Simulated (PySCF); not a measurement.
hydrogen selenide (H2Se), SMILES [SeH2].

Geometry optimised at ωB97X-D3(BJ)/def2-TZVPD.

These are PBE0/def2-TZVPD (PySCF) values and carry that method's errors.

Symmetry labels are those of the subgroup C2v that the program uses (full group C2v).

Computed valence orbital energies around the gap with their symmetry:
| orbital | symmetry | energy (eV) |
|---|---|---|
| HOMO−7 | A1 | -58.59 |
| HOMO−6 | A2 | -58.41 |
| HOMO−5 | B1 | -58.34 |
| HOMO−4 | A1 | -58.31 |
| HOMO−3 | A1 | -19.99 |
| HOMO−2 | B2 | -11.84 |
| HOMO−1 | A1 | -10.06 |
| HOMO | B1 | -7.14 |
| LUMO | A1 | -0.15 |
| LUMO+1 | B2 | 0.00 |
| LUMO+2 | B2 | 0.95 |
| LUMO+3 | A1 | 1.05 |
